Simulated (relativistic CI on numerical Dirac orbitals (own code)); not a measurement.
**Cu3+ in a cubic cluster: L2,3 absorption with charge transfer**

Computed with a charge-transfer multiplet model of a cubic metal-ligand cluster with up to 2 ligand holes, Slater and spin-orbit integrals from Dirac-Coulomb-Breit ions, Slater integrals scaled by 0.8. The parameters are those of a tetrahedral site (10Dq negative, t2 hopping the larger). The ground state mixes d8 with configurations of k ligand holes L, whose averages lie at kΔ + k(k − 1)U_dd/2; a core hole lowers each added d electron by U_cd. 300 K, Lorentzian 0.4 eV and Gaussian 0.3 eV FWHM.

Atomic integrals in eV (Slater integrals scaled, ζ unscaled), ground: F2dd 11.066, F4dd 6.905, zeta_d 0.110; with the core hole: F2dd 11.066, F4dd 6.905, zeta_d 0.138, zeta_core 13.377, F2cd 7.060, G1cd 5.412, G3cd 3.079.

Cluster parameters (eV): Δ = -1.1, U_dd = 7.6, U_cd = 9.4, 10Dq = -0.4, 10Dq(ligand) = 0, final-state hopping factor = 1.

```tsv
Case	n_d	d8	d9L	d10L2	S
V(eg) = 0.78 eV, V(t2g) = -1.32 eV	8.52	0.50	0.48	0.02	1.00
V(eg) = 1.08 eV, V(t2g) = -1.83 eV	8.58	0.46	0.51	0.03	1.00
V(eg) = 1.38 eV, V(t2g) = -2.34 eV	8.62	0.43	0.52	0.05	1.00
V(eg) = 1.98 eV, V(t2g) = -3.36 eV	8.68	0.39	0.53	0.08	1.00
V(eg) = 2.28 eV, V(t2g) = -3.87 eV	8.71	0.38	0.53	0.09	1.00
```

Weights, n_d and S are thermal averages at 300 K. Photon energies count from the first peak over 30 % of the highest in each spectrum, which can be another peak from case to case. The parameters are a model scan and need not match a compound or its usual spin state. Peaks in eV (height, largest 100):
- V(eg) = 0.78 eV, V(t2g) = -1.32 eV: 0.0 (100), 2.8 (10), 3.5 (20), 5.5 (8), 20.3 (9)
- V(eg) = 1.08 eV, V(t2g) = -1.83 eV: 0.0 (100), 4.3 (12), 6.1 (6), 20.3 (10)
- V(eg) = 1.38 eV, V(t2g) = -2.34 eV: 0.0 (100), 5.3 (9), 20.4 (11)
- V(eg) = 1.98 eV, V(t2g) = -3.36 eV: 0.0 (100), 20.5 (13)
- V(eg) = 2.28 eV, V(t2g) = -3.87 eV: 0.0 (100), 20.5 (13)

For the case V(eg) = 1.38 eV, V(t2g) = -2.34 eV, Δ = -1.1 eV is smaller than U_dd = 7.6 eV, the charge-transfer side of the Zaanen-Sawatzky-Allen scheme (negative Δ: between configuration averages a ligand hole costs less than the nominal valence; multiplet and field energies can change this for the lowest states). With the core hole the configuration with one ligand hole lies at Δ + U_dd − U_cd = -2.9 eV from the one without, against Δ in the ground state.
